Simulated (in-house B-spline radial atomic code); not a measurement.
**Ionising Ta with different functionals**

Computed with a radial B-spline atomic code at the basis-set limit: four-component Dirac-Coulomb Hamiltonian, Fermi nucleus of rms radius 5.3507 fm, spin-restricted, spherical fractional occupations for the functionals, and exact exchange of hybrids averaged over the configuration. The ionisation energy is the difference of two self-consistent energies, [Xe] 4f14 5d3 6s2 → [Xe] 4f14 5d3 6s1, without Breit or QED terms; ε is the level of the shell that loses the electron (mean over j).

```json
{"method": "BHandHLYP", "rung": "global hybrid", "ΔSCF (eV)": "7.76", "-ε(6s) (eV)": "6.43"}
{"method": "B97-1", "rung": "global hybrid", "ΔSCF (eV)": "8.11", "-ε(6s) (eV)": "5.81"}
{"method": "CAM-B3LYP", "rung": "range-separated hybrid", "ΔSCF (eV)": "8.07", "-ε(6s) (eV)": "6.98"}
{"method": "LC-wPBE", "rung": "range-separated hybrid", "ΔSCF (eV)": "7.87", "-ε(6s) (eV)": "7.93"}
```

(1) Among the functionals, which spreads more, the ΔSCF values or the orbital energies?

(2) How do they compare with the NIST value?

## Answers

(1) The orbital energies: ΔSCF values span about 0.35 eV and the orbital energies 2.12 eV; here energy differences depend much less on the functional than eigenvalues do.

(2) NIST lists 7.550 eV (measured, ground level to ground level). Errors run from +0.21 to +0.56 eV; BHandHLYP is closest (+0.21 eV), but part of that can be cancellation, since the calculations leave out Breit-QED terms, spin polarisation, the choice among j levels, multiplet and fine-structure energies.
